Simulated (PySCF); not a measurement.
CHO2, SMILES O=[C]O, multiplicity 2.

Geometry optimised at ωB97X-D3(BJ)/def2-TZVP. The isomer is the one that the SMILES or the coordinates give; other isomers of the formula were not compared. Other conformers were not sampled.

Two levels are set side by side: PBE/def2-TZVPD (PySCF) and ωB97X/def2-TZVPD (PySCF). Same geometry, gas phase. Differences are taken from unrounded values.

```
quantity                     ωB97X
---------------------------  -----
α-spin orbital gap (eV)      11.20
β-spin orbital gap (eV)      12.20
dipole moment (D)             1.98
mean polarisability (bohr³)   21.8
```

What does PBE give, and how far is it from ωB97X? (The exact figures need the calculation; the answer reports its results.)


| quantity | PBE | PBE minus ωB97X |
|---|---|---|
| α-spin orbital gap (eV) | 4.19 | -7.00 |
| β-spin orbital gap (eV) | 4.87 | -7.33 |
| dipole moment (D) | 1.88 | -0.10 |
| mean polarisability (bohr³) | 24.0 | 2.2 |

PBE's more diffuse valence density responds more strongly to a field. Differences between two approximate levels are no errors against the true value.

Rough cost on one machine, each run with all the roots and properties that it gave: ωB97X against PBE within a factor of 2.
